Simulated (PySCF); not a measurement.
Nonacarbon, C9 (singlet state).
Geometry (PBE0-D3(BJ)/def2-SVP, Å), atoms numbered from 1 in this order:
```
atom  x, y, z in Å
C1     5.1024   -0.3780   -0.5766
C2     3.8240   -0.2624   -0.4344
C3     2.5416   -0.1476   -0.2908
C4     1.2764   -0.0349   -0.1490
C5     0.0062    0.0774   -0.0051
C6    -1.2641    0.1894    0.1391
C7    -2.5288    0.3023    0.2823
C8    -3.8111    0.4169    0.4274
C9    -5.0893    0.5322    0.5724
```

Method used: delta-SCF UKS SCAN, pcX-2 on the ionised atom, pcseg-1 elsewhere, spin-free X2C in PySCF 2.14.0. Every row has its own mixed basis.

| ionised atom | basis functions | E(ground) (Eh) | E(ionised) (Eh) |
| --- | --- | --- | --- |
| C4 | 157 | -342.44065 | -331.71091 |
| C5 | 157 | -342.43982 | -331.67612 |

**Question.** Turn these total energies into binding energies.

**Answer.** E(ionised) − E(ground), at 27.2114 eV a hartree:

```json
{"atom": "C4", "environment": "central carbon of cumulated double bonds", "difference (Eh)": "10.72974", "binding energy (eV)": "291.97"}
{"atom": "C5", "environment": "central carbon of cumulated double bonds", "difference (Eh)": "10.76370", "binding energy (eV)": "292.90"}
```

Only 1s holes are shown. Atoms equivalent by their bonding share one computed value, that of the first of them. Spin contamination (⟨S²⟩ against 0.75 for a pure doublet) is marked for C 1s of C5 (0.88), which makes this value less certain. Geometry: PBE0-D3(BJ)/def2-SVP; no solvent, vibrations or thermal averaging.

Hardware: an Arm Neoverse V1 with one thread, no GPU, shared host with 32 logical CPUs at a one-minute load of 9.7. Cost: 59 s of wall time, 0.51 GiB resident at most.
